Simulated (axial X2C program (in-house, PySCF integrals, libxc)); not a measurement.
Cl or Br: which binds elements of chip processing more strongly?

All values come from calculations with an in-house all-electron X2C program for linear molecules (integrals from PySCF), spin-free (one-electron X2C) or two-component (2c: spin–orbit coupling with atomic mean-field Coulomb and Gaunt terms, which also bring small scalar terms), in Dyall basis sets with cores contracted in-house; open shells are unrestricted.

Level PBE0, 2c. Dyall triple-zeta sets: BCl v3z/av3z; BBr v3z/cv3z; AlCl v3z/av3z; AlBr v3z/cv3z; SiCl v3z/av3z; SiBr v3z/cv3z; SbCl cv3z/av3z; SbBr cv3z/cv3z.

Diatomic bonds are a first guide to the radicals met in plasma etching, cleaning and deposition, though surfaces and higher halides or oxides behave in their own way.

| element M | state of MCl | Re MCl (Å) | D0 MCl (eV) | state of MBr | Re MBr (Å) | D0 MBr (eV) |
| --- | --- | --- | --- | --- | --- | --- |
| B | Ω = 0 | 1.721 | 5.23 | Ω = 0 | 1.890 | 4.42 |
| Al | Ω = 0 | 2.155 | 5.07 | Ω = 0 | 2.318 | 4.43 |
| Si | Ω = 1/2 | 2.079 | 4.31 | Ω = 1/2 | 2.233 | 3.73 |
| Sb | Ω = 1 | 2.346 | 3.11 | Ω = 1 | 2.490 | 2.65 |

**Question.** Work out the energy at 0 K of MCl + Br → MBr + Cl for each element.

**Answer.** ΔE = D0(MCl) − D0(MBr) at PBE0, 2c: B 0.81, Al 0.64, Si 0.58, Sb 0.46 eV (negative: the exchange gives off energy).

**Question.** For which element is the exchange to Br most and for which least favourable, and what is the energy of SbCl + BBr → SbBr + BCl?

**Answer.** Sb most (0.46 eV; too close to rank against Si), B least (0.81 eV). The atoms cancel in the double exchange: ΔE = 0.46 − (0.81) = -0.35 eV, a figure less sensitive to errors in the atoms than D0 itself.

Each entry is the lowest single determinant of a limited PBE0 search at one distance. D0 = De minus the zero-point energy; De goes to single-determinant-based atoms at the same level (for ions the charge split of lowest energy) and is withheld (n/a) where an atom does not fit its ground term or J level. Main or longest-lived isotopes. One determinant is a doubtful description, or other states lie close, for SbCl, SbBr; these need not be ground states, and all values refer to the states named. Some open-shell Ω = 0 determinants are out of reach, so the Ω given for SbCl, SbBr need not be the lowest component. With several unpaired electrons the Ω given is that of one determinant, not necessarily of the lowest component. Some light 2c atoms are not at their ground J level, so De misses part of their lowering (0.04 eV or less). The functionals have no current term, which raises determinants with orbital currents. These D0 were not checked against measured values; triple-zeta sets, frozen cores and single determinants leave errors of some tenths of an eV, more for transition metals.
